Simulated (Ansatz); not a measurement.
Mulliken charges of CH$_{3}$FGaI, SMILES `[CH3][Ga]([F])[I]` from B3LYP/def2-TZVPP in Ansatz (PBE0-D4/def2-TZVP geometry).

```tsv
atom	x (Å)	y (Å)	z (Å)	charge (e)
C1	-0.200	0.912	0.406	-0.375
Ga2	0.310	-0.794	-0.379	0.620
F3	1.986	-1.114	-0.784	-0.378
I4	-1.183	-2.694	-0.912	-0.216
H5	-0.985	1.372	-0.196	0.114
H6	-0.593	0.746	1.410	0.112
H7	0.665	1.573	0.455	0.123
```

**Question.** By hand: the dipole of these point charges (1 e Å = 4.8032 D).

**Answer.** Σ q r = (-0.325, 0.602, 0.298) e Å, of length 0.746 e Å = 3.58 D.

**Question.** How does the dipole of the full density compare? (Estimate.)

**Answer.** Ansatz gave: (-0.311, 0.435, 0.229) e Å, 2.79 D; the point charges give 1.28 times that, at 7° from its direction.

Point charges leave out the atoms' own dipoles, such as those of lone pairs, and Mulliken's split depends on the basis, so the two needn't agree.

B3LYP here is the variant with VWN-RPA as its local correlation; programs differ in this.
